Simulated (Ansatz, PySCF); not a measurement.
Gas-phase reaction in SMILES: ClB(Cl)Cl [trichloroborane] -> Cl[B]Cl + Cl atom (the B-Cl bond at the site shown breaks; other sites are not compared here)
Structures are relaxed separately at B3LYP-D3(BJ)/def2-TZVP in Ansatz (an electronic-structure program).

Quantity: bond dissociation energy (enthalpy at 298 K, with B3LYP-D3(BJ) rigid-rotor harmonic-oscillator terms from PySCF), in eV. Valence correlation only, unless marked. Open shells are spin-unrestricted. No spin-orbit coupling. Non-relativistic. Basis-set limits of correlation are two-point, X^-3; Hartree-Fock from the larger set. The bracket is a focal-point correction in the basis named.

```json
[
 {"level": "PBE/def2-TZVPD", "program": "Ansatz", "bond dissociation energy (eV)": "5.10", "minus last row": "-0.08"},
 {"level": "B3LYP-D3(BJ)/def2-TZVPD", "program": "Ansatz + dftd3", "bond dissociation energy (eV)": "4.97", "minus last row": "-0.21"},
 {"level": "PBE0/def2-QZVPP", "program": "Ansatz", "bond dissociation energy (eV)": "5.05", "minus last row": "-0.13"},
 {"level": "BHLYP-D4/def2-TZVPD", "program": "Ansatz + dftd4", "bond dissociation energy (eV)": "4.88", "minus last row": "-0.30"},
 {"level": "CAM-B3LYP-D4/def2-TZVPD", "program": "Ansatz + dftd4", "bond dissociation energy (eV)": "5.00", "minus last row": "-0.18"},
 {"level": "CAM-B3LYP/def2-TZVPD", "program": "Ansatz", "bond dissociation energy (eV)": "4.94", "minus last row": "-0.24"},
 {"level": "MP2/cc-pwCVTZ", "program": "Ansatz", "bond dissociation energy (eV)": "5.29", "minus last row": "0.11"},
 {"level": "MP2/CBS(cc-pV(T+d)Z,cc-pV(Q+d)Z)", "program": "Ansatz", "bond dissociation energy (eV)": "5.45", "minus last row": "0.27"},
 {"level": "RI-MP2/CBS(cc-pV(T+d)Z,cc-pV(Q+d)Z)+[CCSD(T)-MP2]/cc-pV(T+d)Z", "program": "Ansatz", "bond dissociation energy (eV)": "5.18", "minus last row": "0.00"},
 {"level": "CCSD(T)/CBS(cc-pV(T+d)Z,cc-pV(Q+d)Z)", "program": "Ansatz", "bond dissociation energy (eV)": "5.18", "minus last row": "0.00"}
]
```
